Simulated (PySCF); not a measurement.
PySCF input file for C2H6ClFSi, SMILES C[Si](C)(F)Cl, TDDFT-B3LYP/def2-SVPD. Geometry: PBE0-D3(BJ)/def2-SVP.

```python
import numpy as np
from pyscf import gto, scf, dft, tdscf

mol = gto.M(
    atom='''
    C     0.99958715   -0.68831027    1.56438305
    Si    0.33115536    0.04535648   -0.00000000
    C     0.99958715   -0.68831026   -1.56438305
    F     0.66190383    1.63776563    0.00000001
    Cl   -1.73073462   -0.12168045   -0.00000000
    H     0.56072533   -0.19129930    2.44229431
    H     0.76276339   -1.76150165    1.62305284
    H     2.09357785   -0.57049437    1.60903469
    H     0.56072533   -0.19129928   -2.44229431
    H     0.76276339   -1.76150164   -1.62305286
    H     2.09357786   -0.57049435   -1.60903470
    ''',
    basis='def2-SVPD',
    charge=0,
    spin=0,
    symmetry=True,
    max_memory=1600,
    verbose=4,
)
mf = dft.RKS(mol, xc='b3lyp').density_fit(auxbasis='def2-universal-jkfit')
mf.grids.level = 3
mf.conv_tol = 1e-9
mf.max_cycle = 100
mf.kernel()
mf.grids = dft.Grids(mol).set(level=1).build(with_non0tab=True)  # coarser grid for the response kernel
td = tdscf.TDDFT(mf)
td.singlet = True
td.nstates = 10
td.conv_tol = 1e-4
td.positive_eig_threshold = 1e-6
td.kernel(x0=td.get_init_guess(mf, 15))
td.analyze()
tt = tdscf.TDA(mf)
tt.singlet = False
tt.nstates = 4
tt.conv_tol = 1e-4
tt.positive_eig_threshold = 1e-6
tt.kernel(x0=tt.get_init_guess(mf, 9))
tt.analyze(verbose=3)
```

Log of the run:

```
PySCF version 2.14.0

[INPUT] verbose = 4
[INPUT] num. atoms = 11
[INPUT] num. electrons = 58
[INPUT] charge = 0
[INPUT] spin (= nelec alpha-beta = 2S) = 0
[INPUT] symmetry True subgroup None
[INPUT] Mole.unit = angstrom
[INPUT] Symbol           X                Y                Z      unit          X                Y                Z       unit  Magmom
[INPUT]  1 C      0.999587150000  -0.688310270000   1.564383050000 AA    1.888945951135  -1.300717899025   2.956255518412 Bohr   0.0
[INPUT]  2 Si     0.331155360000   0.045356480000   0.000000000000 AA    0.625792935082   0.085711325174   0.000000000000 Bohr   0.0
[INPUT]  3 C      0.999587150000  -0.688310260000  -1.564383050000 AA    1.888945951135  -1.300717880128  -2.956255518412 Bohr   0.0
[INPUT]  4 F      0.661903830000   1.637765630000   0.000000010000 AA    1.250816959501   3.094928496926   0.000000018897 Bohr   0.0
[INPUT]  5 Cl    -1.730734620000  -0.121680450000   0.000000000000 AA   -3.270614426103  -0.229942725214   0.000000000000 Bohr   0.0
[INPUT]  6 H      0.560725330000  -0.191299300000   2.442294310000 AA    1.059617304806  -0.361503284821   4.615267361484 Bohr   0.0
[INPUT]  7 H      0.762763390000  -1.761501650000   1.623052840000 AA    1.441413904945  -3.328755686469   3.067125353298 Bohr   0.0
[INPUT]  8 H      2.093577850000  -0.570494370000   1.609034690000 AA    3.956288756956  -1.078078114906   3.040634889024 Bohr   0.0
[INPUT]  9 H      0.560725330000  -0.191299280000  -2.442294310000 AA    1.059617304806  -0.361503247026  -4.615267361484 Bohr   0.0
[INPUT] 10 H      0.762763390000  -1.761501640000  -1.623052860000 AA    1.441413904945  -3.328755667572  -3.067125391092 Bohr   0.0
[INPUT] 11 H      2.093577860000  -0.570494350000  -1.609034700000 AA    3.956288775853  -1.078078077112  -3.040634907922 Bohr   0.0

nuclear repulsion = 304.597935717931
point group symmetry = Cs
symmetry origin: [-2.60651885e-09 -9.77444466e-10  1.95488908e-09]
symmetry axis x: [ 1.00000000e+00 -4.85219423e-09  2.67955599e-10]
symmetry axis y: [-4.85219423e-09 -1.00000000e+00 -1.89440370e-10]
symmetry axis z: [-2.67955599e-10 -1.89440375e-10  1.00000000e+00]
num. orbitals of irrep A' = 96
num. orbitals of irrep A" = 66
number of shells = 70
number of NR pGTOs = 240
number of NR cGTOs = 162
basis = def2-SVPD
ecp = {}


[settings echo left out]
init E= -929.314091913411
HOMO (A") = -0.35385595847368  LUMO (A') = -0.0278244759728175  gap/eV = 8.87177
cycle= 1 E= -929.096438435739  delta_E= 0.218  |g|= 0.66  |ddm|= 4.24
HOMO (A") = -0.268650720354175  LUMO (A') = 0.00855767881708491  gap/eV = 7.54322
cycle= 2 E= -929.018141926394  delta_E= 0.0783  |g|= 0.96  |ddm|= 1.58
HOMO (A") = -0.305626330733006  LUMO (A') = 0.000769163308640852  gap/eV = 8.33745
cycle= 3 E= -929.185884639503  delta_E= -0.168  |g|= 0.129  |ddm|= 0.862
HOMO (A") = -0.316073121054034  LUMO (A') = -0.00073623514083021  gap/eV = 8.58075
cycle= 4 E= -929.189256531671  delta_E= -0.00337  |g|= 0.019  |ddm|= 0.152
HOMO (A") = -0.315620228015829  LUMO (A') = -0.000231128383103574  gap/eV = 8.58217
cycle= 5 E= -929.189331879896  delta_E= -7.53e-05  |g|= 0.00523  |ddm|= 0.0243
HOMO (A") = -0.315182775553895  LUMO (A') = -0.000285823681157815  gap/eV = 8.56878
cycle= 6 E= -929.189339287324  delta_E= -7.41e-06  |g|= 0.000958  |ddm|= 0.00887
HOMO (A") = -0.315247480843418  LUMO (A') = -0.000284266712241354  gap/eV = 8.57059
cycle= 7 E= -929.189339486911  delta_E= -2e-07  |g|= 0.000319  |ddm|= 0.00175
HOMO (A") = -0.315264672092561  LUMO (A') = -0.000295437771274276  gap/eV = 8.57075
cycle= 8 E= -929.189339516939  delta_E= -3e-08  |g|= 6.41e-05  |ddm|= 0.000652
HOMO (A") = -0.315255989461788  LUMO (A') = -0.000293023408485471  gap/eV = 8.57058
cycle= 9 E= -929.18933951807  delta_E= -1.13e-09  |g|= 9.91e-06  |ddm|= 0.000131
HOMO (A") = -0.315257244715895  LUMO (A') = -0.000293174965338761  gap/eV = 8.57061
cycle= 10 E= -929.189339518092  delta_E= -2.27e-11  |g|= 2.58e-06  |ddm|= 2e-05
HOMO (A") = -0.315257011314531  LUMO (A') = -0.000293036541814562  gap/eV = 8.57061
Extra cycle  E= -929.189339518094  delta_E= -1.36e-12  |g|= 2.73e-06  |ddm|= 7.28e-06
converged SCF energy = -929.189339518094
tot grids = 43224
Overwritten attributes  positive_eig_threshold  of <class 'pyscf.tdscf.rks.TDDFT'>


******** <class 'pyscf.tdscf.rks.TDDFT'> for <class 'pyscf.df.df_jk.DFSymAdaptedRKS'> ********
nstates = 10 singlet
deg_eia_thresh = 1.000e-03
wfnsym = None
conv_tol = 0.0001
eigh lindep = 1e-12
eigh level_shift = 0
eigh max_cycle = 100


Excitation energies (eV)
[7.72384748 8.21906788 8.27848895 8.44255589 8.76606551 8.77626474
 8.86873999 9.10967628 9.14676445 9.2926577 ]

** Singlet excitation energies and oscillator strengths **
Excited State   1:   A"      7.72385 eV    160.52 nm  f=0.1023
      29 -> 30        0.70186
Excited State   2:   A'      8.21907 eV    150.85 nm  f=0.0430
      28 -> 30        0.68902
      28 -> 31        0.14124
Excited State   3:   A"      8.27849 eV    149.77 nm  f=0.0063
      27 -> 30        0.14170
      29 -> 31        0.67773
Excited State   4:   A"      8.44256 eV    146.86 nm  f=0.0123
      29 -> 32       -0.68430
Excited State   5:   A"      8.76607 eV    141.44 nm  f=0.0083
      27 -> 30        0.67707
      29 -> 31       -0.14020
      29 -> 35        0.10016
Excited State   6:   A'      8.77626 eV    141.27 nm  f=0.0002
      26 -> 30       -0.12538
      28 -> 30        0.11672
      28 -> 31       -0.58672
      29 -> 33       -0.32993
Excited State   7:   A'      8.86874 eV    139.80 nm  f=0.0398
      28 -> 31       -0.33659
      28 -> 32       -0.12944
      29 -> 33        0.59056
Excited State   8:   A'      9.10968 eV    136.10 nm  f=0.0770
      26 -> 30        0.65961
      28 -> 32       -0.17150
      29 -> 33       -0.14632
Excited State   9:   A'      9.14676 eV    135.55 nm  f=0.0489
      26 -> 30       -0.19416
      26 -> 31        0.15611
      28 -> 32       -0.62662
Excited State  10:   A"      9.29266 eV    133.42 nm  f=0.0042
      27 -> 31        0.27014
      29 -> 34        0.58120
      29 -> 35       -0.24631

** Transition electric dipole moments (AU) **
state          X           Y           Z        Dip. S.      Osc.
  1         0.0000      0.0000      0.7351      0.5404      0.1023
  2        -0.1189      0.4464      0.0000      0.2134      0.0430
  3         0.0000      0.0000      0.1769      0.0313      0.0063
  4        -0.0000     -0.0000      0.2434      0.0592      0.0123
  5         0.0000     -0.0000     -0.1963      0.0385      0.0083
  6        -0.0091     -0.0328     -0.0000      0.0012      0.0002
  7         0.3411     -0.2582      0.0000      0.1830      0.0398
  8         0.5490     -0.2090     -0.0000      0.3451      0.0770
  9        -0.4667      0.0205     -0.0000      0.2182      0.0489
 10         0.0000     -0.0000      0.1356      0.0184      0.0042

** Transition velocity dipole moments (imaginary part, AU) **
state          X           Y           Z        Dip. S.      Osc.
  1         0.0000      0.0000      0.2123      0.0451      0.1059
  2        -0.0367      0.1321      0.0000      0.0188      0.0415
  3         0.0000     -0.0000      0.0521      0.0027      0.0060
  4        -0.0000      0.0000      0.0814      0.0066      0.0142
  5        -0.0000      0.0000     -0.0674      0.0045      0.0094
  6        -0.0054     -0.0077      0.0000      0.0001      0.0002
  7         0.1138     -0.0889     -0.0000      0.0208      0.0426
  8         0.1845     -0.0735      0.0000      0.0395      0.0786
  9        -0.1581      0.0071     -0.0000      0.0251      0.0497
 10        -0.0000      0.0000      0.0439      0.0019      0.0038

** Transition magnetic dipole moments (imaginary part, AU) **
state          X           Y           Z
  1        -0.1397     -0.4072     -0.0000
  2         0.0000      0.0000      0.7133
  3         0.2712     -0.7923     -0.0000
  4         0.8490      0.2948     -0.0000
  5         0.2092     -0.6128      0.0000
  6         0.0000      0.0000     -0.1176
  7         0.0000      0.0000      0.0907
  8        -0.0000      0.0000      0.3952
  9        -0.0000     -0.0000      0.0426
 10        -0.0854      0.4718      0.0000
Overwritten attributes  positive_eig_threshold  of <class 'pyscf.tdscf.rks.TDA'>


******** <class 'pyscf.tdscf.rks.TDA'> for <class 'pyscf.df.df_jk.DFSymAdaptedRKS'> ********
nstates = 4 triplet
deg_eia_thresh = 1.000e-03
wfnsym = None
conv_tol = 0.0001
eigh lindep = 1e-12
eigh level_shift = 0
eigh max_cycle = 100


Excitation energies (eV)
[7.51887896 7.93041854 7.97656029 8.2121957 ]

** Triplet excitation energies and oscillator strengths **
Excited State   1:   A"      7.51888 eV    164.90 nm  f=0.0000
Excited State   2:   A"      7.93042 eV    156.34 nm  f=0.0000
Excited State   3:   A'      7.97656 eV    155.44 nm  f=0.0000
Excited State   4:   A"      8.21220 eV    150.98 nm  f=0.0000
```

The run converged.

Cost: very roughly 3 core-minutes.
